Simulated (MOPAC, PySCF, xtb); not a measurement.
Complex: CH4 (SMILES C) (first 5 atoms) with CH5N (SMILES CN); geometry from B3LYP-D3(BJ)/def2-TZVP, rigid monomers moved along the line of their centres of mass till H3···N7 is 2.99 Å.
(charge 0, multiplicity 1):
```xyz
12

C      0.06535     0.01999     0.07015
H      0.93318    -0.63723     0.01232
H     -0.46566    -0.15390     1.00591
H      0.39821     1.05703     0.02352
H     -0.59432    -0.18274    -0.77340
C      0.44665     0.05224     4.19373
N     -0.93675    -0.35510     3.95111
H      0.61648     1.03119     3.74306
H      1.11928    -0.64984     3.69886
H      0.73545     0.11080     5.25171
H     -1.58473     0.29014     4.38624
H     -1.11834    -1.26978     4.34599
```

Counterpoise-corrected where a basis set is named; no monomer relaxation. Rows marked so take none.

Rows in 3-21G carry no dispersion term and start afresh at each structure. The state that PM6 reach isn't checked.

Programs: MOPAC for PM6 (differences of heats of formation); PySCF for 3-21G rows; xtb for the GFN methods. Values without a source in brackets are computed.

Problem. One of these levels gives -9.1 kJ/mol for the interaction energy. Which?
A. GFN1-xTB
B. B3LYP/3-21G (no counterpoise)
C. PM6

Solution. B, B3LYP/3-21G (no counterpoise). The others give -2.0 (PM6), -3.3 (GFN1-xTB)
